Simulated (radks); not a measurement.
Calculated with a radial shooting solver on a logarithmic mesh with Libxc functionals: scalar-relativistic Kohn-Sham, LDA (Slater exchange, VWN5 correlation), spin-polarised, spherical densities, finite nucleus; open shells are filled with parallel spins first (spin-orbit coupling, left out, can overturn this in heavy ions); Fermi nuclear charge, rms radius of each element as measured or else 0.836 A^(1/3) + 0.57 fm. Response by self-consistent Sternheimer equations with the Hartree and adiabatic LDA kernel, the relativistic mass of each level held fixed and spin-orbit coupling left out. For heavy and open-shell atoms this level of theory can miss by tens of per cent. Rank Sn4+, Sn3+, Sn5+, Sn2+, Sn, Sn+, Sn6+ (NIST ground configurations) by static dipole polarisability, largest first.

Answer. Sn 59.33, Sn+ 25.99, Sn2+ 14.37, Sn3+ 8.581, Sn4+ 2.428, Sn5+ 1.884, Sn6+ 1.506 bohr^3.
